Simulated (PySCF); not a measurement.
## State search for TeF⁺

Unrestricted PBE0; basis Te cc-pVDZ-PP with ECP28, F cc-pVDZ; scalar-relativistic core potentials; PySCF 2.14. Outer shells of the fragments: Te+ 4d10 5s2 5p3; F 2s2 2p5.

Followed along the bond (rough minima from three points):

| 2Ms+1 | unpaired | ⟨S²⟩ at the start | R at minimum (Å) | Te (eV) |
| --- | --- | --- | --- | --- |
| 3 | π ↑↑ | 2.01 | 1.89 | 0.00 |
| 1 | π ↑↓ | 1.01 | 1.89 | 0.36 |
| 1 | none | 0.00 | 1.89 | 1.43 |
| 5 | σ ↑, π ↑↑↑ | 6.00 | none in the scan | ≤ 3.80 |

Solutions found at the starting distance of 2.035 Å, counted from the lowest of them; the search is not exhaustive and high or unbound solutions are not listed, so other states can lie among these:

| 2Ms+1 | unpaired | term | E (eV) | ⟨S²⟩ | ⟨Lz²⟩ | μ (D) |
| --- | --- | --- | --- | --- | --- | --- |
| 3 | π ↑↑ | ³Σ⁻ | 0.00 | 2.01 | 0.00 | -3.09 |
| 1 | π ↑↓ | mixed | 0.37 | 1.01 | 2.01 | -3.05 |
| 1 | none | mixed | 1.43 | 0.00 | 2.00 | -2.89 |
| 3 | σ ↑, π ↑ | ³Π | 2.88 | 2.07 | 1.00 | -2.59 |
| 1 | σ ↓, π ↑ | mixed | 3.23 | 1.01 | 1.01 | -2.62 |
| 5 | σ ↑, π ↑↑↑ | ⁵Π | 4.51 | 6.00 | 1.00 | 1.09 |
| 3 | π ↑↑ | mixed | 4.55 | 2.00 | 2.01 | 1.09 |
| 5 | σ ↑↑, π ↑↑ | ⁵Σ⁻ | 4.84 | 6.00 | 0.00 | -0.40 |
| 3 | σ ↑, π ↑ | ³Π | 5.08 | 2.01 | 1.00 | -0.43 |
| 1 | σ ↓, π ↑ | mixed | 5.26 | 1.01 | 1.00 | -0.25 |
| 3 | σ ↑, π ↑↑↓ | mixed | 5.29 | 3.01 | 3.02 | 1.13 |
| 1 | σ ↓↓, π ↑↑ | mixed | 5.96 | 2.00 | 0.00 | -0.05 |

A term symbol is given only where ⟨S²⟩ and ⟨Lz²⟩ are close to those of a pure state; real π, δ and φ orbitals otherwise mix terms. A positive dipole points towards F; it is taken about the centre of mass and depends on that origin.

Spin–orbit coupling is left out. Counting both spins, an empty level lies below a filled one in some of these solutions, because spin and occupation are held.
